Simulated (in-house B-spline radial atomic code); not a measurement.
# Pt8+: [Xe] 4f13 5d2 6s1 (an excited or competing configuration)

All numbers are computed (Dirac-Hartree-Fock, average of configuration; Fermi nucleus of rms radius 5.427 fm) with a B-spline radial code for spherical atoms, not measured.

Z_r = [3n² - l(l+1)]/(2<r>); Z_e = n√(-2ε); the last column is Slater's effective charge. Values are occupation-weighted means over j. An effective charge above Z reflects the relativistic contraction of the inner shells.

| shell | electrons | ε (eV) | <r> (bohr) | Z_r | Z_e | Slater |
| --- | --- | --- | --- | --- | --- | --- |
| 1s | 2 | -79058 | 0.01715 | 87.46 | 76.23 | 77.70 |
| 2s | 2 | -14156 | 0.07166 | 83.73 | 64.51 | 73.85 |
| 2p | 6 | -12391 | 0.06474 | 77.24 | 60.36 | 73.85 |
| 3s | 2 | -3507.3 | 0.1862 | 72.51 | 48.17 | 66.75 |
| 3p | 6 | -2977.3 | 0.1869 | 66.88 | 44.38 | 66.75 |
| 3d | 10 | -2351.5 | 0.1705 | 61.58 | 39.44 | 56.85 |
| 4s | 2 | -904.66 | 0.4137 | 58.01 | 32.62 | 50.25 |
| 4p | 6 | -725.19 | 0.4381 | 52.50 | 29.20 | 50.25 |
| 4d | 10 | -491.28 | 0.4647 | 45.19 | 24.04 | 38.85 |
| 5s | 2 | -252.88 | 0.9207 | 40.73 | 21.56 | 21.20 |
| 4f | 13 | -236.91 | 0.4973 | 36.19 | 16.69 | 27.80 |
| 5p | 6 | -197.11 | 1.024 | 35.66 | 19.03 | 21.20 |
| 5d | 2 | -132.02 | 1.233 | 27.97 | 15.58 | 10.65 |
| 6s | 1 | -101.22 | 1.88 | 28.72 | 16.37 | 10.50 |

The least bound orbital is 6s1/2 at -101.2 eV, and it is also the most diffuse (<r> = 1.88 bohr). The part-filled 4f shell lies below the filled 5p shell in orbital energy.

Spin-orbit splittings of the orbital energies (j = l + 1/2 above j = l - 1/2 when positive): 2p 1732 eV, 3p 386.1 eV, 3d 82.39 eV, 4p 93.74 eV, 4d 17.74 eV, 4f 3.717 eV, 5p 18.34 eV, 5d 2.432 eV.

For the 1s electron the small component carries 8.75 % of the norm, the zero-frequency Breit interaction raises the level by 290.2 eV, self-energy by 184.7 eV, and vacuum polarisation lowers it by 37.08 eV.
